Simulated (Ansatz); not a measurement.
Isolated molecules relaxed with PBE0-D4/def2-TZVP in Ansatz; ΔE leaves out vibrations. CCSD(T)/CBS adds triple-zeta CCSD(T) − MP2 to the extrapolated MP2 energy (def2 sets, frozen cores). This one scheme is used for every species. Functionals use def2-TZVPP. Each species was taken in one conformer, which may not be the lowest.

Consider the substitution at a C–F bond: `O=CF` + silanol → `O=CO[SiH3]` + H–F.

`O=CF`:

```xyz
4

O    -0.171   -1.112   -0.502
C     0.036   -0.076    0.011
F    -0.642    1.033   -0.295
H     0.778    0.154    0.786
```

`O[SiH3]`:

```xyz
6

O     0.230    0.915    0.867
Si   -0.048   -0.142   -0.366
H     0.209    0.575    1.762
H     0.961   -1.236   -0.389
H     0.044    0.654   -1.611
H    -1.396   -0.766   -0.262
```

`O=CO[SiH3]`:

```xyz
8

O     0.028    1.683    0.793
C    -0.913    0.952    0.672
O    -0.863   -0.244    0.091
Si    0.636   -0.763   -0.515
H    -1.928    1.184    1.026
H     0.319   -2.095   -1.073
H     1.101    0.155   -1.577
H     1.620   -0.872    0.583
```

H–F:

Z-matrix (Å, degrees):
```
F
H 1 0.920
```

| level | ΔE (kJ/mol) |
| --- | --- |
| BHLYP | -16.5 |
| CCSD(T)/def2-TZVPP | -23.6 |

Problem. What does CCSD(T)/CBS give? (An estimate is asked.)

Solution. Computed: -26.9 kJ/mol. The listed levels differ from it by 10.4, 3.3 kJ/mol.

Largest T1 diagnostic among the species: 0.016.

In def2-TZVPP, CCSD(T) changes the Hartree–Fock value by −9.1 kJ/mol (the triples alone add −1.6 kJ/mol) and MP2 by −12.0 kJ/mol. Leaving LDA and LC-ωPBE aside and taking each functional with its dispersion term where it has one, the values, not all of them listed here, spread over 9.2 kJ/mol, from PBE-QIDH to B97M-V. LDA lies −8.3 kJ/mol from PBE without D4. The D4 term adds −6.6 kJ/mol with B3LYP and −3.5 kJ/mol with PBE0; it sums over pairs of atoms, weighted by their polarisabilities, and B3LYP, whose exchange is more repulsive, gets the larger term.

B3LYP here is the variant with VWN-RPA as its local correlation; programs differ in this.
